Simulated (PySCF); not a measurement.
Compound: C9H13N.
SMILES with atom numbers: `[CH3:1][CH:2]([CH3:3])[c:4]1[cH:5][cH:6][cH:7][cH:8][c:9]1[NH2:10]` (hydrogens: H11, H12, H13 on C1; H14 on C2; H15, H16, H17 on C3; H18 on C5; H19 on C6; H20 on C7; H21 on C8; H22, H23 on N10)

The same species was optimised twice, with GFN2-xTB and with PBE0-D3(BJ)/def2-SVP (PySCF), and the same property calculations (PySCF, gas phase) were run on both structures.

```csv
coordinate,GFN2-xTB,PBE0-D3(BJ)/def2-SVP,change
C4–C9 (Å),1.406,1.417,+0.011
C7–C8 (Å),1.380,1.390,+0.010
C4–C5 (Å),1.386,1.396,+0.010
C5–C6 (Å),1.384,1.394,+0.010
C6–C7 (Å),1.383,1.392,+0.009
C8–C9 (Å),1.395,1.404,+0.009
C2–C3 (Å),1.528,1.524,-0.004
C2–C4 (Å),1.513,1.516,+0.003
C9–N10 (Å),1.387,1.386,-0.001
C1–C2 (Å),1.532,1.533,+0.001
C1–C2–C4 (°),109.3,110.6,+1.3
C8–C9–N10 (°),118.6,119.7,+1.1
C4–C9–N10 (°),121.9,121.0,-0.9
C1–C2–C3 (°),110.1,110.8,+0.7
C5–C6–C7 (°),119.6,119.0,-0.6
C4–C5–C6 (°),121.9,122.3,+0.4
C6–C7–C8 (°),119.6,120.0,+0.4
C2–C4–C5 (°),121.8,122.1,+0.3
C1–C2–C4–C5 (°),-100,-104,-4
```

Rotational constants: A = 2081, B = 1134, C = 817.9 MHz (GFN2-xTB) against A = 2069, B = 1125, C = 807.3 MHz (PBE0-D3(BJ)/def2-SVP). Point groups within 0.08 Å: C1 and C1.

On the GFN2-xTB structure: HOMO (eV) -5.81 [PBE0/pcSseg-1]; LUMO (eV) 0.14 [PBE0/pcSseg-1]; dipole (D) 1.76 [PBE0/pcSseg-1]; GIAO shielding of C1/C3 (mean) (ppm) 163.7 [PBE0/pcSseg-1]; GIAO shielding of C2 (ppm) 154.2 [PBE0/pcSseg-1]; GIAO shielding of C4 (ppm) 52.6 [PBE0/pcSseg-1]; GIAO shielding of C5 (ppm) 57.1 [PBE0/pcSseg-1]; GIAO shielding of C6 (ppm) 64.0 [PBE0/pcSseg-1]; GIAO shielding of C7 (ppm) 54.4 [PBE0/pcSseg-1]; GIAO shielding of C8 (ppm) 68.6 [PBE0/pcSseg-1]; GIAO shielding of C9 (ppm) 37.9 [PBE0/pcSseg-1].

Q: What do these properties become on the PBE0-D3(BJ)/def2-SVP structure?

A: 
```csv
property,level,on GFN2-xTB,on PBE0-D3(BJ)/def2-SVP,change
HOMO (eV),PBE0/pcSseg-1,-5.81,-5.82,-0.01
LUMO (eV),PBE0/pcSseg-1,0.14,0.09,-0.05
dipole (D),PBE0/pcSseg-1,1.76,1.80,+0.04
"energy, GFN2-xTB geometry as zero (kcal/mol)",PBE0/pcSseg-1,0.0,-0.6,-0.6
GIAO shielding of C1/C3 (mean) (ppm),PBE0/pcSseg-1,163.7,162.3,-1.4
GIAO shielding of C2 (ppm),PBE0/pcSseg-1,154.2,153.3,-0.9
GIAO shielding of C4 (ppm),PBE0/pcSseg-1,52.6,50.9,-1.7
GIAO shielding of C5 (ppm),PBE0/pcSseg-1,57.1,54.4,-2.7
GIAO shielding of C6 (ppm),PBE0/pcSseg-1,64.0,62.0,-2.0
GIAO shielding of C7 (ppm),PBE0/pcSseg-1,54.4,51.7,-2.7
GIAO shielding of C8 (ppm),PBE0/pcSseg-1,68.6,67.0,-1.6
GIAO shielding of C9 (ppm),PBE0/pcSseg-1,37.9,35.8,-2.1
```

The heavy atoms differ by 0.032 Å rms after alignment. Among bonds between heavy atoms C4–C5, C4–C9, C5–C6 and C7–C8 change most and about equally (+0.010 to +0.011 Å). Changes are differences of the printed values. Neither structure is proved a minimum here.

Conformer computed: `[CH3:1][CH:2]([CH3:3])[c:4]1[cH:5][cH:6][cH:7][cH:8][c:9]1[NH2:10]`: C1–C2–C4–C5 -104°, H–N10–C9–C8 -156°, H–N10–C9–C8 -21°.
